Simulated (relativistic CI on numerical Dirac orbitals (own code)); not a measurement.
## Os⁷⁺: resonant inelastic scattering at the N6,7 edge

Computed with this model: Dirac-Coulomb-Breit CI, separate exchange-only KLI orbitals for each configuration, a model potential for QED, valence Slater integrals scaled by 0.9, Kramers-Heisenberg scattering through one core-hole configuration in a parametric crystal field; configurations [Xe] 4f14 5d → [Xe] 4f13 5d2; 300 K; core-hole width 0.3 eV; summed over polarisations. Incident energies are the highest absorption maxima for each field (at most a few, so the weaker spin-orbit partner edge can be absent), on the computed scale of the free ion. Intensities are in per cent of the strongest line above 0.02 eV; levels within 1 cm⁻¹ are merged; final levels count from the ground level, the first row holds all elastic scattering, lines under 0.4 are left out and each table stops after 24 rows. The scale of the Slater integrals is a model choice and moves the terms in proportion.

Field parameters in Wybourne normalisation: D4h B²₀ = −7Ds, B⁴₀ = 21(Dq − Dt), B⁴₄ = 21√(5/14) Dq. The field is a parameter set, without covalency.

S is read from ⟨S²⟩ = S(S + 1).

D4h, 10Dq = 29650, Ds = -1500, Dt = 440 cm⁻¹:

| Final level (eV) | Degeneracy | Irrep | S | 61.6 eV | 62.2 eV | 63.7 eV |
| --- | --- | --- | --- | --- | --- | --- |
| 0.000 | 2 | Γ7 | 0.50 | 682.5 | 1034.5 | 1172.5 |
| 0.650 | 2 | Γ6 | 0.50 | 81.5 | 47.1 | 25.7 |
| 1.585 | 2 | Γ7 | 0.50 | 17.2 | 50.6 | 46.9 |
| 4.133 | 2 | Γ7 | 0.50 | 12.5 | 25.0 | 100.0 |
| 4.605 | 2 | Γ6 | 0.50 | 1.0 | 3.7 | 12.9 |

D4h, 10Dq = 29650, Ds = -860, Dt = 440 cm⁻¹:

```
Final level (eV)  Degeneracy  Irrep     S  61.5 eV  62.1 eV  63.7 eV
           0.000           2     Γ7  0.50    660.1   1104.0   1226.1
           0.441           2     Γ6  0.50     96.6     85.0      8.7
           1.416           2     Γ7  0.50     21.7     88.5     70.3
           4.161           2     Γ7  0.50     23.3     20.5    100.0
           4.324           2     Γ6  0.50      1.3      4.3     19.1
```

For the first field the strongest loss at the lowest incident energy is the level at 0.65 eV (S = 0.50, against 0.50 in the thermal ground state).
